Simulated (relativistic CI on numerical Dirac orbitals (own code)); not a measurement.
**Transition arrays of Nd¹⁴⁺**

Method of calculation: Dirac-Coulomb-Breit CI, KLI orbitals optimised for each configuration, a model potential for QED, valence Slater integrals scaled by 0.9, whole transition arrays (own radial code, finite nucleus).

CI space (outside the closed core [Kr]): 4d¹⁰, 4d⁹4f, 4d⁹5p, 4d⁹5f. Levels of other configurations are missing.

All E1 lines from the levels of 4d¹⁰; mean and standard deviation are weighted by gf, and upper levels are sorted by their leading configuration.

| Upper configuration | Lines | Σgf | Mean (eV) | Mean (nm) | σ (eV) | Strongest line (nm) |
| --- | --- | --- | --- | --- | --- | --- |
| 4d⁹4f | 3 | 7.4 | 156.74 | 7.910 | 2.12 | 7.903 |
| 4d⁹5p | 3 | 4.1 | 155.34 | 7.982 | 0.30 | 7.982 |
| 4d⁹5f | 3 | 0.1 | 240.90 | 5.147 | 2.13 | 5.112 |

Σgf per state of the lower configuration in bins of 0.005 nm over the central range (centre: value): 7.902: 7.34, 7.982: 4.03.

Task: How do configuration mixing and the scaling of the Slater integrals move the arrays?

Result: Slater scale 0.9, no configuration mixing: 4d⁹4f 157.2 ± 1.8 eV (Σgf 10.1), 4d⁹5p 155.8 ± 1.5 eV (Σgf 1.2), 4d⁹5f 240.4 ± 2.1 eV (Σgf 0.4); Slater scale 1: 4d⁹4f 160.4 ± 2.3 eV (Σgf 6.3), 4d⁹5p 158.0 ± 1.9 eV (Σgf 5.3), 4d⁹5f 241.1 ± 2.1 eV (Σgf 0.1); Slater scale 0.8: 4d⁹4f 152.8 ± 2.3 eV (Σgf 6.2), 4d⁹5p 153.6 ± 0.5 eV (Σgf 5.0), 4d⁹5f 240.7 ± 2.1 eV (Σgf 0.1). With mixing, levels are counted to their leading configuration, so an array can shrink or vanish into another, and the sums then hold other lines.
